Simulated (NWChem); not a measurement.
Species: YCl$_{2}$ cation; SMILES [Cl][Y+][Cl]

Program: NWChem. Coordinates come from a PBE-D3(BJ)/def2-SVP optimisation. The spin multiplicity was typed, not searched, and may not be the lowest. def2 effective core potentials on Y; no spin-orbit coupling. Static field.

Question: Among these, which level gives the highest value of “isotropic polarisability (bohr³)”?
A. Hartree-Fock/def2-SVPD
B. B3LYP/def2-SVPD
C. PBE/def2-SVPD
D. BHandHLYP/def2-SVPD

Answer: C, PBE/def2-SVPD. Values: Hartree-Fock/def2-SVPD 47.5; BHandHLYP/def2-SVPD 51.3; B3LYP/def2-SVPD 54.4; PBE/def2-SVPD 56.2
